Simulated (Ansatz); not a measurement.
One change: `OCCC[SiH3]` becomes `[SiH3]CC[SiH2]Cl`.

Ansatz, PBE0-D4/def2-TZVP geometries, multiplicity 1. Each molecule was computed in one conformer, which needn't be the lowest.

```tsv
property	`OCCC[SiH3]`
HOMO–LUMO gap (PBE/def2-TZVPP) / eV	6.16
HOMO energy (PBE/def2-TZVPP) / eV	-6.26
HOMO–LUMO gap (ωB97M-V/def2-TZVPP) / eV	12.57
LUMO energy (ωB97M-V/def2-TZVPP) / eV	2.20
size of the dipole moment (PBE/def2-TZVPP) / D	1.33
size of the dipole moment (ωB97M-V/def2-TZVPP) / D	1.36
```

Problem. What does the change do to each property? (Best estimate.)

Solution. Computed: 
| property | `[SiH3]CC[SiH2]Cl` | shift |
| --- | --- | --- |
| HOMO–LUMO gap (PBE/def2-TZVPP) / eV | 6.47 | 0.31 |
| HOMO energy (PBE/def2-TZVPP) / eV | -7.11 | -0.85 |
| HOMO–LUMO gap (ωB97M-V/def2-TZVPP) / eV | 12.49 | -0.08 |
| LUMO energy (ωB97M-V/def2-TZVPP) / eV | 1.90 | -0.30 |
| size of the dipole moment (PBE/def2-TZVPP) / D | 1.78 | 0.45 |
| size of the dipole moment (ωB97M-V/def2-TZVPP) / D | 1.80 | 0.44 |

Dipoles are sizes alone; their direction can turn.
